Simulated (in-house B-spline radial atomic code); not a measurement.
# Os IX (Os8+): [Xe] 4f13 6s1 (an excited or competing configuration)

Method: Dirac-Hartree-Fock, average of configuration, Fermi nucleus of rms radius 5.4126 fm. Calculated with a radial B-spline atomic code at the basis-set limit.

Screening seen three ways: the hydrogenic charge with the same mean radius, Z_r = [3n² - l(l+1)]/(2<r>), the one with the same energy, Z_e = n√(-2ε), and Slater's rules. Values are occupation-weighted means over j. An effective charge above Z reflects the relativistic contraction of the inner shells.

```csv
shell,electrons,ε (eV),<r> (bohr),Z_r,Z_e,Slater
1s,2,-74490,0.01773,84.58,73.99,75.70
2s,2,-13229,0.07422,80.84,62.36,71.85
2p,6,-11622,0.06682,74.83,58.45,71.85
3s,2,-3250.9,0.1929,69.97,46.37,64.75
3p,6,-2764.3,0.1933,64.67,42.76,64.75
3d,10,-2177.5,0.1763,59.57,37.95,54.85
4s,2,-828.57,0.4307,55.73,31.22,48.25
4p,6,-663.85,0.4559,50.45,27.94,48.25
4d,10,-445.62,0.4858,43.23,22.89,36.85
5s,2,-232.49,0.969,38.70,20.67,19.20
4f,13,-207.2,0.5313,33.88,15.61,25.80
5p,6,-181.61,1.078,33.86,18.27,19.20
6s,1,-96.531,1.966,27.47,15.98,10.20
```

The least bound orbital is 6s1/2 at -96.53 eV, and it is also the most diffuse (<r> = 1.966 bohr). The part-filled 4f shell lies below the filled 5p shell in orbital energy.

Spin-orbit splittings of the orbital energies (j = l + 1/2 above j = l - 1/2 when positive): 2p 1534 eV, 3p 339.5 eV, 3d 72.78 eV, 4p 81.17 eV, 4d 15.32 eV, 4f 3.053 eV, 5p 15.3 eV.

For the 1s electron the small component carries 8.26 % of the norm, the zero-frequency Breit interaction raises the level by 266 eV, self-energy by 167.7 eV, and vacuum polarisation lowers it by 32.68 eV.
